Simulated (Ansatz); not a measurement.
Isolated molecules relaxed with PBE0-D4/def2-TZVP in Ansatz; ΔE leaves out vibrations. CBS: MP2 limit from def2 TZ/QZ plus the TZ coupled-cluster correction, frozen cores. This one scheme is used for every species, atoms too. Functionals use def2-TZVPP. Open shells (•) are unrestricted, without spin–orbit coupling. Spin–orbit coupling would lower the free atoms: a little for Cl. Elements past krypton have def2 core potentials. Bonds to Sn are less sure, by a few kJ/mol each and by 10 to 20 or more in all where they break to atoms, as the def2 sets lack core-valence functions.

`C#[C][Sn]([F])([F])[Cl]` → Cl• + `C#[C][Sn]([F])[F]`•  (homolysis of the Cl–Sn bond)

| level | ΔE (kJ/mol) | difference from CCSD(T)/CBS |
| --- | --- | --- |
| LDA (SPW92) | 418.3 | 26.8 |
| revPBE-D4 | 352.1 | -39.4 |
| BLYP-D4 | 341.9 | -49.6 |
| PBE0-D4 | 370.9 | -20.6 |
| BHLYP-D4 | 356.8 | -34.7 |
| CAM-B3LYP-D4 | 361.4 | -30.1 |
| PBE-QIDH | 380.9 | -10.6 |
| BLYP | 329.9 | -61.6 |
| BHLYP | 347.6 | -43.9 |
| MP2/def2-SVP | 367.2 | -24.3 |
| CCSD/def2-SVP | 346.4 | -45.1 |
| CCSD(T)/def2-SVP | 351.2 | -40.3 |
| SCS-MP2/def2-TZVPP | 381.0 | -10.5 |
| CCSD(T)/def2-TZVPP | 371.0 | -20.5 |
| MP2/def2-QZVPP | 403.8 | 12.3 |
| SCS-MP2/def2-QZVPP | 394.0 | 2.5 |
| CCSD(T)/CBS | 391.5 | 0 |

Largest T1 diagnostic among the species: 0.018.

From PBE to PBE0 (25 % exact exchange), in def2-TZVPP and without D4, ΔE moves by +5.5 kJ/mol. At CCSD(T), def2-SVP lies −40.3 kJ/mol from the extrapolated value and def2-TZVPP −20.5 kJ/mol: correlation converges slowly with the basis, and small sets miss more of it in the bonded molecule than in its fragments.

CCSD(T)/CBS has its own doubt, a few kJ/mol and more with outer-core shells, so smaller differences from it don't rank the levels.
